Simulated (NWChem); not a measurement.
System: Zn

Output (shortened):

```
             Northwest Computational Chemistry Package (NWChem) 7.3.0
             --------------------------------------------------------

                             Geometry "geometry" -> ""
                             -------------------------

 Output coordinates in angstroms (scale by  1.889725989 to convert to a.u.)

  No.       Tag          Charge          X              Y              Z
 ---- ---------------- ---------- -------------- -------------- --------------
    1 Zn                  30.0000     0.00000000     0.00000000     0.00000000

 Effective nuclear repulsion energy (a.u.)       0.0000000000

                                 NWChem DFT Module
                                 -----------------

 Summary of "ao basis" -> "ao basis" (spherical)
 ------------------------------------------------------------------------------
       Tag                 Description            Shells   Functions and Types
 ---------------- ------------------------------  ------  ---------------------
 Zn                         def2-svp                11       31   5s3p2d1f

            General Information
            -------------------
          SCF calculation type: DFT
          Wavefunction type:  closed shell.
          No. of atoms     :     1
          No. of electrons :    30
           Alpha electrons :    15
            Beta electrons :    15
          Charge           :     0
          Spin multiplicity:     1
          Use of symmetry is: off; symmetry adaption is: off
          Maximum number of iterations: 150
          AO basis - number of functions:    31
                     number of shells:    11
          Convergence on energy requested:  1.00D-06
          Convergence on density requested:  1.00D-05
          Convergence on gradient requested:  5.00D-04

              XC Information
              --------------
                       M06-2X Method XC Functional
                     Hartree-Fock (Exact) Exchange  0.540
                        M06-2X Exchange Functional  1.000
                      M06-2X Correlation Potential  1.000

             Grid Information
             ----------------
          Grid used for XC integration:  fine
          Radial quadrature: Mura-Knowles
          Angular quadrature: Lebedev.
          Tag              B.-S. Rad. Rad. Pts. Rad. Cut. Ang. Pts.
          ---              ---------- --------- --------- ---------
          Zn                  1.35      140           8.0       974
          Grid pruning is: on
          Number of quadrature shells:   140
          Spatial weights used:  Erf1

      Superposition of Atomic Density Guess
      -------------------------------------

 Sum of atomic energies:       -1777.56147992

      Non-variational initial energy
      ------------------------------

 Total energy =   -1777.561481
 1-e energy   =   -2483.985852
 2-e energy   =     706.424371
 HOMO         =      -0.287396
 LUMO         =       0.179671

     ---------------------------------------------
      Total Density - Mulliken Population Analysis
     ---------------------------------------------

    Atom       Charge   Shell Charges
 -----------   ------   -------------------------------------------------------
    1 Zn  30    30.00   2.00  2.00  2.00  1.28  0.72  6.00  5.99  0.01  8.09  1.91  0.00

   convergence    iter        energy       DeltaE   RMS-Dens  Diis-err
 ---------------- ----- ----------------- --------- --------- ---------
 d= 0,ls=0.0,diis     1  -1779.1246509234 -1.78D+03  2.64D-03  2.64D-02
 d= 0,ls=0.0,diis     2  -1779.1246427737  8.15D-06  1.62D-03  1.99D-02
 d= 0,ls=0.0,diis     3  -1779.1245352141  1.08D-04  1.87D-03  5.43D-04
 d= 0,ls=0.0,diis     4  -1779.1246234189 -8.82D-05  1.50D-04  8.34D-06
 d= 0,ls=0.0,diis     5  -1779.1246242828 -8.64D-07  2.39D-05  1.17D-08
 d= 0,ls=0.0,diis     6  -1779.1246242885 -5.72D-09  3.46D-06  3.83D-10

         Total DFT energy =    -1779.124624288515
      One electron energy =    -2483.306363996153
           Coulomb energy =      775.348363749435
    Exchange-Corr. energy =      -71.166624041797
 Nuclear repulsion energy =        0.000000000000

 Numeric. integr. density =       30.000000002953

                       DFT Final Molecular Orbital Analysis
                       ------------------------------------

 Vector   13  Occ=2.000000D+00  E=-5.936540D-01
              MO Center= -7.1D-15,  2.7D-16,  2.6D-15, r^2= 2.7D-01
   Bfn.  Coefficient  Atom+Function         Bfn.  Coefficient  Atom+Function
  ----- ------------  ---------------      ----- ------------  ---------------
    15      0.792900  1 Zn d -2              20      0.295588  1 Zn d -2
    16     -0.269104  1 Zn d -1              21     -0.100320  1 Zn d -1
    18      0.082385  1 Zn d  1              23      0.030712  1 Zn d  1

 Vector   14  Occ=2.000000D+00  E=-5.936540D-01
              MO Center=  1.8D-15, -1.4D-15, -2.5D-15, r^2= 2.7D-01
   Bfn.  Coefficient  Atom+Function         Bfn.  Coefficient  Atom+Function
  ----- ------------  ---------------      ----- ------------  ---------------
    18      0.646878  1 Zn d  1              16      0.474815  1 Zn d -1
    23      0.241152  1 Zn d  1              17      0.212554  1 Zn d  0
    21      0.177008  1 Zn d -1              19      0.105250  1 Zn d  2
    15      0.090155  1 Zn d -2              22      0.079239  1 Zn d  0
    24      0.039237  1 Zn d  2              20      0.033609  1 Zn d -2

 Vector   15  Occ=2.000000D+00  E=-2.466423D-01
              MO Center=  3.5D-14,  3.7D-14, -8.9D-14, r^2= 2.7D+00
   Bfn.  Coefficient  Atom+Function         Bfn.  Coefficient  Atom+Function
  ----- ------------  ---------------      ----- ------------  ---------------
     4      0.744090  1 Zn s                  3     -0.393671  1 Zn s
     5      0.362447  1 Zn s                  2      0.085410  1 Zn s
     1     -0.030239  1 Zn s

 Vector   16  Occ=0.000000D+00  E= 1.018437D-01
              MO Center= -1.4D-14,  1.2D-14,  1.3D-14, r^2= 2.2D+00
   Bfn.  Coefficient  Atom+Function         Bfn.  Coefficient  Atom+Function
  ----- ------------  ---------------      ----- ------------  ---------------
    12      0.941134  1 Zn px                14     -0.421848  1 Zn pz
     9     -0.253802  1 Zn px                11      0.113762  1 Zn pz
     6      0.081078  1 Zn px                13      0.041622  1 Zn py
     8     -0.036342  1 Zn pz

 Vector   17  Occ=0.000000D+00  E= 1.018437D-01
              MO Center=  1.7D-14,  1.1D-14, -2.3D-14, r^2= 2.2D+00
   Bfn.  Coefficient  Atom+Function         Bfn.  Coefficient  Atom+Function
  ----- ------------  ---------------      ----- ------------  ---------------
    13      0.758458  1 Zn py                14      0.650781  1 Zn pz
    12      0.258159  1 Zn px                10     -0.204538  1 Zn py
    11     -0.175500  1 Zn pz                 9     -0.069619  1 Zn px
     7      0.065341  1 Zn py                 8      0.056065  1 Zn pz

 Vector   18  Occ=0.000000D+00  E= 1.018437D-01
              MO Center=  3.7D-14, -7.3D-14,  9.2D-14, r^2= 2.2D+00
   Bfn.  Coefficient  Atom+Function         Bfn.  Coefficient  Atom+Function
  ----- ------------  ---------------      ----- ------------  ---------------
    13      0.698877  1 Zn py                14     -0.681138  1 Zn pz
    12     -0.336217  1 Zn px                10     -0.188471  1 Zn py
    11      0.183687  1 Zn pz                 9      0.090670  1 Zn px
     7      0.060208  1 Zn py                 8     -0.058680  1 Zn pz
     6     -0.028965  1 Zn px

     ---------------------------------------------
      Total Density - Mulliken Population Analysis
     ---------------------------------------------

    Atom       Charge   Shell Charges
 -----------   ------   -------------------------------------------------------
    1 Zn  30    30.00   2.00  2.00  2.00  1.35  0.65  6.00  6.00  0.01  8.05  1.95  0.00

     -------------------------------------------
      Total Density - Lowdin Population Analysis
     -------------------------------------------

    Atom       Charge   Shell Charges
 -----------   ------   -------------------------------------------------------
    1 Zn  30    30.00   2.00  2.00  1.98  1.17  0.84  5.99  5.90  0.11  7.84  2.16  0.00

            General Information
            -------------------
          SCF calculation type: DFT
          Wavefunction type:  closed shell.
          No. of atoms     :     1
          No. of electrons :    30
           Alpha electrons :    15
            Beta electrons :    15
          Charge           :     0
          Spin multiplicity:     1
          Use of symmetry is: off; symmetry adaption is: off
          Maximum number of iterations: 150
          AO basis - number of functions:    31
                     number of shells:    11
          Convergence on energy requested:  1.00D-06
          Convergence on density requested:  1.00D-05
          Convergence on gradient requested:  5.00D-04

              XC Information
              --------------
                       M06-2X Method XC Functional
                     Hartree-Fock (Exact) Exchange  0.540
                        M06-2X Exchange Functional  1.000
                      M06-2X Correlation Potential  1.000

[...]

                         DFT ENERGY GRADIENTS

    atom               coordinates                        gradient
                 x          y          z           x          y          z
   1 Zn      0.000000   0.000000   0.000000   -0.000000   0.000000  -0.000000
```

Level: M06-2X/def2-SVP. 

Task: Reconstruct the input file.

Result: Several could match; the one computed here: the input that was run:
```
start job
memory heap 200 mb stack 900 mb global 1100 mb
geometry units angstroms noautoz
  Zn     0.000000     0.000000     0.000000
end
basis spherical
  * library def2-svp
end
dft
  xc m06-2x
  grid fine
  iterations 150
  mulliken
end
task dft gradient
```
